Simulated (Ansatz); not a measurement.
BrFHOSn (`[OH][Sn]([F])[Br]`) radical. Total charge 0; spin multiplicity 2. Correlated methods include outer-core shells of Br, Sn, which these sets cover unevenly. Scalar relativity is left out up to krypton. Sn: def2 effective core potential.

```xyz
5

O    -1.251   -0.033    0.691
Sn    0.497    0.590    0.059
F     1.661   -0.187    1.366
Br    1.042   -0.440   -2.153
H    -1.949    0.068    0.036
```

(1) Give the diagnostics of a CCSD(T)/def2-TZVPP run (frozen core, the Gaussian-basis code of Ansatz). (An estimate is asked.)

## Answers

(1) Ansatz gave: T1 = 0.0161, largest single amplitude 0.053, largest double 0.022, (T) share of the correlation energy 3.3 %, 13 CCSD cycles. ⟨S²⟩ of the UHF reference is 0.765 against 0.75 for a pure state. T1 lies under the customary mark of 0.045 for open shells.
